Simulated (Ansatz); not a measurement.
Relaxation of a periodic cell of 20 atoms, HC18N (surface graphene monolayer, adsorbate NH), to a largest force component of 0.03 eV/Å in at most 60 steps.

The calculation used Ansatz 0.2.0, DFT PBEsol, scalar-relativistic, plane waves, PAW. Settings: cutoff 420 eV, k mesh 2x2x1, fermi-dirac smearing 0.05 eV, no spin polarisation.

```xyz
20
Lattice="7.3980 0.0000 0.0000 -3.6990 6.4069 0.0000 0.0000 0.0000 11.0000" Properties=species:S:1:pos:R:3
C 0.000 0.000 1.000
C 1.233 0.712 1.000
C -1.233 2.136 1.000
C 0.000 2.847 1.000
C -2.466 4.271 1.000
C -1.233 4.983 1.000
C 2.466 0.000 1.000
C 3.699 0.712 1.000
C 1.233 2.136 1.000
C 2.466 2.847 1.000
C 0.000 4.271 1.000
C 1.233 4.983 1.000
C 4.932 0.000 1.000
C 6.165 0.712 1.000
C 3.699 2.136 1.000
C 4.932 2.847 1.000
C 2.466 4.271 1.000
C 3.699 4.983 1.000
N 6.589 0.899 2.430
H 6.490 0.909 3.460
```

Task: Where does it end, and by what steps?

Result: The forces met the threshold. Limits of this set-up: coarse k mesh, slab without dipole correction. After 11 steps the energy has fallen by 3.290 eV; H20 moved furthest, 1.33 Å.

```json
{"step": "0", "energy less start (eV)": "0.0000", "largest force component (eV/Å)": "2.649", "accepted": "yes"}
{"step": "1", "energy less start (eV)": "-0.6647", "largest force component (eV/Å)": "2.159", "accepted": "yes"}
{"step": "2", "energy less start (eV)": "-1.2721", "largest force component (eV/Å)": "1.548", "accepted": "yes"}
{"step": "3", "energy less start (eV)": "-1.8159", "largest force component (eV/Å)": "1.797", "accepted": "yes"}
{"step": "4", "energy less start (eV)": "-2.2857", "largest force component (eV/Å)": "1.752", "accepted": "yes"}
{"step": "5", "energy less start (eV)": "-2.7954", "largest force component (eV/Å)": "1.459", "accepted": "yes"}
{"step": "6", "energy less start (eV)": "-3.0613", "largest force component (eV/Å)": "1.134", "accepted": "yes"}
{"step": "7", "energy less start (eV)": "-3.2221", "largest force component (eV/Å)": "0.548", "accepted": "yes"}
{"step": "8", "energy less start (eV)": "-3.2811", "largest force component (eV/Å)": "0.263", "accepted": "yes"}
{"step": "9", "energy less start (eV)": "-3.2552", "largest force component (eV/Å)": "0.720", "accepted": "no"}
{"step": "10", "energy less start (eV)": "-3.2895", "largest force component (eV/Å)": "0.083", "accepted": "yes"}
{"step": "11", "energy less start (eV)": "-3.2898", "largest force component (eV/Å)": "0.026", "accepted": "yes"}
```

```xyz
20
Lattice="7.3980 0.0000 0.0000 -3.6990 6.4069 0.0000 0.0000 0.0000 11.0000" Properties=species:S:1:pos:R:3
C 0.040 0.068 1.329
C 1.262 0.821 1.031
C -1.237 2.264 1.031
C -0.018 2.939 1.004
C -2.470 4.357 0.932
C -1.233 5.072 0.941
C 2.469 0.096 0.933
C 3.692 0.800 0.932
C 1.238 2.214 1.004
C 2.472 2.932 0.951
C -0.013 4.367 0.951
C 1.222 5.085 0.999
C 4.903 0.075 1.029
C 6.120 0.829 1.328
C 3.692 2.229 0.940
C 4.930 2.947 0.932
C 2.476 4.361 0.999
C 3.695 5.043 1.029
N 6.802 0.489 2.597
H 6.328 -0.332 2.999
```

Whether the end is a true minimum wasn't checked by a vibrational analysis.

The run took 50 s on 1 thread of AMD EPYC 7R43 64-Core Processor (Zen 3) (shared host), peak memory 0.65 GiB.
